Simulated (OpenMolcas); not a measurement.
# Ta3+: moving or changing the point charges

Ta3+ among 4 point charges of -1 e arranged as a square (D4h), 2.16 Å from the ion.
```
   2.1600    0.0000    0.0000  -1.00
   0.0000    2.1600    0.0000  -1.00
  -2.1600    0.0000    0.0000  -1.00
   0.0000   -2.1600    0.0000  -1.00
```

```yaml
Program: OpenMolcas 26.06
Method: CASSCF
Basis: ANO-RCC-VDZP [7s6p4d2f1g]
Scalar_Hamiltonian: DKH2, point nucleus
Active_space: 2 electrons in 5 orbitals (5d)
State_averaging: 2S+1 = 3 even, 10 roots; 2S+1 = 1 even, 15 roots
Spin-orbit_coupling: RASSI with atomic mean-field integrals over the reference wave functions
```

Runs around this geometry, states (labels of D4, the rotations of D4h). Energies in cm-1 above the lowest state or level, χT in cm3 K/mol.

```json
{"R (Å)": "2.16", "q (e)": "-0.5", "Ground state": "3A2", "First state of that spin": "3E 208.6", "First gap with spin-orbit (degeneracies)": "1006 (1, 2)", "χT at 300 K": "0.096", "First state of another spin": "1B2 6230"}
{"R (Å)": "2", "q (e)": "-1", "Ground state": "3E", "First state of that spin": "3A2 4924", "First gap with spin-orbit (degeneracies)": "2011 (1, 2)", "χT at 300 K": "0.046", "First state of another spin": "1A1 5598"}
{"R (Å)": "2.16", "q (e)": "-1", "Ground state": "3E", "First state of that spin": "3A2 3060", "First gap with spin-orbit (degeneracies)": "1817 (1, 2)", "χT at 300 K": "0.039", "First state of another spin": "1A1 7044"}
{"R (Å)": "2.37", "q (e)": "-1", "Ground state": "3E", "First state of that spin": "3A2 1502", "First gap with spin-orbit (degeneracies)": "1494 (1, 2)", "χT at 300 K": "0.051", "First state of another spin": "1B2 6554"}
```

Taking the first state of the same spin as R^-n, n = -ln(1502 / 4924) / ln(2.37 / 2) = 7.0 between the shortest and longest distance.

The ground state changes within this set.

Without dynamic correlation the repulsion within the d shell is too large (B by tens of per cent), so at a given field states of lower spin stand too high. Spin-orbit coupling mixes the spin-free states strongly: the lowest level takes only 55 % from its leading state, 3E, which lies 209 cm-1 above the lowest spin-free state (figures for R = 2.16, q = -0.5; the like holds for R = 2.37, q = -1). An orbital doublet at a regular site is open to a Jahn-Teller distortion, which this geometry leaves out (holds for R = 2, q = -1; R = 2.16, q = -1; R = 2.37, q = -1). Point charges carry no covalency, so the field is a model and not that of real ligands. No measured value stands beside these numbers.
